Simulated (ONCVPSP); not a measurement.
**Tl (Z = 81), ONCV: configuration errors across variants**

thallium (Tl), optimised norm-conserving Vanderbilt (ONCV), made with ONCVPSP 4.0.1 (PBEsol, non-relativistic). Core [Xe] 4f14 5d10, reference 6s2 6p1. Waves: 6s: rc 2.45 bohr, ncon 4, nbas 8, qcut 2.5 1/bohr, 1 projector; 6p: rc 2.45 bohr, ncon 4, nbas 8, qcut 3.9 1/bohr, local. Local part: the p channel. Core correction: polynomial model core, fcfact 0.7.

All-electron excitation energies from the reference (eV): (1) 6s2 6p0 5.328; (2) 6s1 6p0 23.211; (3) 6s2 6p0.5 1.954; (4) 6s1 6p1 11.049.

A true bound ghost makes a file unfit for plane-wave use even where its test errors are small: the radial tests pick states by their node count and pass the ghost by.

Errors AE − PS in meV (a dash: test not solved or not reliable):

```csv
change,(1),(2),(3),(4),bound ghosts,GHOST(+) flags above zero
base,-16,-210,-2.4,-57,none,none
"all radii but the core radius scaled by about 0.80 (s 1.96, p 1.96 bohr)",-23,-257,-3.4,-63,s,none
"all radii but the core radius scaled by about 0.94 (s 2.30, p 2.30 bohr)",-15,-207,-2.3,-54,none,none
"all radii but the core radius scaled by about 1.12 (s 2.74, p 2.74 bohr)",-15,-216,-2.3,-63,none,none
"all radii but the core radius scaled by about 1.18 (s 2.88, p 2.88 bohr)",-15,-221,-2.3,-67,none,none
"all radii but the core radius scaled by about 1.27 (s 3.10, p 3.10 bohr)",-14,-229,-2.1,-75,none,none
"all radii but the core radius scaled by about 1.34 (s 3.28, p 3.28 bohr)",-12,-238,-1.9,-81,none,none
```

Question: Give the same row for: all radii but the core radius scaled by about 0.84 (s 2.06, p 2.06 bohr).

Answer: -11, -170, -1.6, -43; bound ghosts: none; GHOST(+) flags above zero: s.
